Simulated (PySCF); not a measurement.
From r²SCAN to CCSD(T): MH along group 14

r²SCAN and CCSD(T) in PySCF with def2-SVPD on every atom (core potentials on Sn, Pb), for the lowest determinant that a PBE0 search found; no spin–orbit coupling.

```tsv
molecule	state (unpaired electrons)	r²SCAN Re (Å)	r²SCAN ωe (cm⁻¹)	r²SCAN De (eV)	CCSD(T) Re (Å)	CCSD(T) ωe (cm⁻¹)	CCSD(T) De (eV)
SiH	doublet (π ↑)	1.538	2017	3.10	?	?	?
GeH	doublet (π ↑)	1.599	1908	2.94	1.594	1913	2.78
SnH	doublet (π ↑)	1.786	1697	2.63	1.784	1684	2.50
PbH	doublet (π ↑)	1.862	1587	2.44	1.859	1554	2.33
```

Q: Estimate the CCSD(T) values of SiH by adding the mean shift from r²SCAN to CCSD(T) of the other rows, and compare with the calculation.

A: The mean shifts are -0.3 pm, -14 cm⁻¹ and -0.13 eV, which give 1.535 Å, 2003 cm⁻¹ and 2.97 eV. CCSD(T)/def2-SVPD gives Re = 1.532 Å, ωe = 2040 cm⁻¹, De = 2.97 eV.

Q: What are the mean differences of r²SCAN from CCSD(T) over the whole series?

A: Re +0.4 pm, ωe +4 cm⁻¹, De +0.13 eV.

In a basis of this size CCSD(T) is itself not converged; it tends to give bonds that are too long and too weak.

Correlated steps freeze the inner cores (4 to 9 orbitals); shallow outer-core shells are correlated. Correlated levels converge slowly with the basis: in double zeta they bind strong bonds too weakly, by up to about 1 eV, and carry superposition errors of some tenths. Spin–orbit coupling is left out, which matters for elements this heavy, above all for dissociation energies. States were picked by a PBE0 search and need not be the measured ground states.
